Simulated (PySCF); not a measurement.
Work out the structure from these simulated measurements.

Formula: C4H14Si3.

| Quantity | Value |
| --- | --- |
| Valence photoelectron | vertical ionisation energy: 8.87 eV [ΔSCF CAM-B3LYP/def2-SVPD] |
| Polarisability | 129.3 au [CAM-B3LYP/def2-SVPD] |
| Dipole | 0.81 D [CAM-B3LYP/def2-SVPD] |
| Triplet | lowest triplet excitation (Tamm–Dancoff): 4.11 eV [TDA CAM-B3LYP/def2-SVPD] |
| UV, first state | lowest singlet excitation: 6.42 eV (193 nm, f = 0.200) [TDDFT CAM-B3LYP/def2-SVPD] |
| NMR, other nuclei | isotropic shieldings of nuclei other than C and H, by class: 410 (3 Si) ppm [GIAO PBE0/pcSseg-1] |
| 1H NMR | chemical shifts (computed TMS as zero) by class: 5.28 (1 H), 5.27 (1 H), 4.10 (9 H), 1.96 (3 H) ppm [GIAO PBE0/pcSseg-1] |
| 13C NMR | chemical shifts (computed TMS as zero) by class: 154.2 (1 C), 121.3 (1 C), 26.7 (1 C), 1.2 (1 C) ppm [GIAO PBE0/pcSseg-1] |
| Rotational structure | rotational constants A, B, C: 1.370, 1.270, 1.137 GHz [PBE0-D3(BJ)/def2-SVP] |

Gas-phase values; electronic properties from PySCF, density fitting. Levels stand in brackets. Isolated species at its PBE0-D3(BJ)/def2-SVP geometry, gas phase. Each NMR value is the plain mean over a class of atoms that symmetry, rotation or inversion makes alike.

Task: What is the compound? Reason from the data.

Result: Numbering: `[CH2:1]=[C:2]([CH3:3])[C:4]([SiH3:5])([SiH3:6])[SiH3:7]`. Its formula, C4H14Si3, gives 1 degree of unsaturation: 0 rings and 1 π bond in the structure found. 4 carbons fall into 4 classes; from least to most shielded: fully substituted alkene carbon [C2] (154.2 ppm), terminal =CH2 carbon [C1] (121.3 ppm), allylic carbon [C3] (26.7 ppm), sp3 carbon bound to silicon [C4] (1.2 ppm). Hydrogen classes from least to most shielded: 1 H on a terminal =CH2 carbon, C1 (5.28 ppm), 1 H on a terminal =CH2 carbon, C1 (5.27 ppm), 9 H on 3 SiH3 silicons, Si5/Si6/Si7 (4.10 ppm), 3 H on an allylic carbon, C3 (1.96 ppm). The other shieldings belong to: 410 ppm, SiH3 silicon [Si5/Si6/Si7]. The first electron is taken from the HOMO, whose largest Löwdin shares are 0.33 on the terminal =CH2 carbon, 0.25 on the fully substituted alkene carbon, 0.12 on the sp3 carbon bound to silicon and 0.06 on an SiH3 silicon. By its constants the optimised geometry is an asymmetric top. Structure: `C=C(C)C([SiH3])([SiH3])[SiH3]`. The assignments are read from this structure; whether some other isomer fits the data as well wasn't checked.

Shape of the structure used: `[CH2:1]=[C:2]([CH3:3])[C:4]([SiH3:5])([SiH3:6])[SiH3:7]`: C1–C2–C4–Si5 -151°.
